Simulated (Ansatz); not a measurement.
The same ligand exchange along the group Mg, Zn, Cd.

Calculated with Ansatz (gas phase, PBE0-D4/def2-TZVP geometries, no zero-point term in ΔE). CCSD(T)/CBS adds triple-zeta CCSD(T) − MP2 to the extrapolated MP2 energy (def2 sets, frozen cores). Functionals use def2-TZVPP. def2 core potentials past Kr. For Br, Cd, Mg, Zn outer-core shells are correlated without core-valence functions, which leaves a few kJ/mol of doubt a bond. Scalar relativity is left out up to krypton. Each species was taken in one conformer, which may not be the lowest.

```json
{"reaction": "`[NH2][Mg][O][SiH3]` + HBr → `[NH2][Mg][Br]` + `O[SiH3]`", "MP2/CBS(def2) (kJ/mol)": "-52", "LDA (SPW92) (kJ/mol)": "-56", "revPBE-D4 (kJ/mol)": "-55", "B97M-V (kJ/mol)": "-53", "CCSD(T)/CBS(def2) (kJ/mol)": "-51"}
{"reaction": "`[NH2][Zn][O][SiH3]` + HBr → `[NH2][Zn][Br]` + `O[SiH3]`", "MP2/CBS(def2) (kJ/mol)": "-88", "LDA (SPW92) (kJ/mol)": "-82", "revPBE-D4 (kJ/mol)": "-84", "B97M-V (kJ/mol)": "-81", "CCSD(T)/CBS(def2) (kJ/mol)": "-88"}
{"reaction": "`[NH2][Cd][O][SiH3]` + HBr → `[NH2][Cd][Br]` + `O[SiH3]`", "MP2/CBS(def2) (kJ/mol)": "-118", "LDA (SPW92) (kJ/mol)": "-111", "revPBE-D4 (kJ/mol)": "-109", "B97M-V (kJ/mol)": "-109", "CCSD(T)/CBS(def2) (kJ/mol)": "-116"}
```

Largest T1 diagnostic: 0.015, for `[NH2][Zn][O][SiH3]`.
